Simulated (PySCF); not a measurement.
## Frontier levels across methods

Species: C2H2BF3O.
SMILES with atom numbers: `[F:1][B:2]([F:3])[C@@H:4]1[O:5][C@H:6]1[F:7]` (hydrogens: H8 on C4; H9 on C6)

Geometry (PBE0-D3(BJ)/def2-SVP, Å), atoms numbered from 1 in this order:
```
atom  x, y, z in Å
F1     1.4592    1.5332    0.4997
B2     1.4057    0.3455   -0.0627
F3     2.5302   -0.3175   -0.2270
C4     0.0400   -0.2793   -0.4790
O5    -1.0416    0.6510   -0.7378
C6    -1.1463   -0.1100    0.3789
F7    -2.0858   -1.0657    0.3592
H8     0.0177   -1.1710   -1.1180
H9    -1.1208    0.3986    1.3522
```

Basis pcSseg-2 throughout (PySCF), one geometry. Isolated species at its PBE0-D3(BJ)/def2-SVP geometry (one conformer only).

Problem. How do the orbital energies, the gap and the dipole change with the method?

Solution. 
```json
{"method": "OPBE", "kind": "GGA", "HOMO (eV)": "-7.25", "LUMO (eV)": "-1.64", "gap (eV)": "5.61", "μ (D)": "0.85", "SCF cycles": "16"}
{"method": "B97-D", "kind": "GGA", "HOMO (eV)": "-7.33", "LUMO (eV)": "-1.71", "gap (eV)": "5.62", "μ (D)": "0.93", "SCF cycles": "15"}
{"method": "KT3", "kind": "GGA", "HOMO (eV)": "-7.50", "LUMO (eV)": "-1.84", "gap (eV)": "5.66", "μ (D)": "0.88", "SCF cycles": "16"}
{"method": "B97-2", "kind": "global hybrid", "HOMO (eV)": "-8.70", "LUMO (eV)": "-0.87", "gap (eV)": "7.83", "μ (D)": "0.98", "SCF cycles": "14"}
{"method": "B3LYP", "kind": "global hybrid", "HOMO (eV)": "-8.75", "LUMO (eV)": "-1.16", "gap (eV)": "7.58", "μ (D)": "1.01", "SCF cycles": "14"}
{"method": "CAM-B3LYP", "kind": "range-separated hybrid", "HOMO (eV)": "-10.49", "LUMO (eV)": "0.18", "gap (eV)": "10.67", "μ (D)": "1.08", "SCF cycles": "13"}
{"method": "HF", "kind": "Hartree–Fock", "HOMO (eV)": "-12.84", "LUMO (eV)": "2.45", "gap (eV)": "15.29", "μ (D)": "1.20", "SCF cycles": "11"}
```

The HOMO spans 5.58 eV, from OPBE down to HF, and the gap runs from 5.61 eV (OPBE) to 15.29 eV (HF). Over the methods OPBE (0 %), B97-D (0 %), KT3 (0 %), B97-2 (21 %), B3LYP (20 %), HF (100 %), a straight line through the gap against the share of exact exchange rises by 0.97 eV for each 10 % (correlation coefficient 1.000). The dipole ranges from 0.85 D (OPBE) to 1.20 D (HF). This basis has no diffuse functions.
